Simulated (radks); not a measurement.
Initial-state core-level shifts of neutral palladium when its valence configuration changes from [Kr] 4d10. Calculated with a radial shooting solver on a logarithmic mesh with Libxc functionals: Dirac Kohn-Sham, PBE, spin-unpolarised, spherical densities, finite nucleus; open shells fill j = l - 1/2 first; Fermi nuclear charge, rms radius 4.5318 fm. Shifts are changes of the shell-averaged eigenvalues in eV (positive: less bound); the change of the density at the nucleus, which sets a Mossbauer isomer shift, is in e/bohr^3, on a base of 1.328e+05.

valence               3s       3d       4s       4p  density at nucleus
4d9 5p1           -5.204   -5.211   -5.120   -5.022               +1.30
4d9 5s1           -3.495   -3.507   -3.353   -3.240              +16.87
4d8 5s1 5p1       -9.241   -9.270   -8.847   -8.583              +23.33
4d9.5 5p0.5       -2.608   -2.610   -2.590   -2.551               +0.46
4d9.5 5s0.5       -1.658   -1.663   -1.603   -1.552               +7.69
4d8 5p2          -10.633  -10.657  -10.269  -10.008               +4.01
4d8.5 5s0.5 5p1   -7.149   -7.166   -6.930   -6.754              +11.54
4d8.5 5s1 5p0.5   -6.366   -6.385   -6.125   -5.944              +19.98
4d8.5 5p1.5       -7.874   -7.888   -7.675   -7.503               +2.48
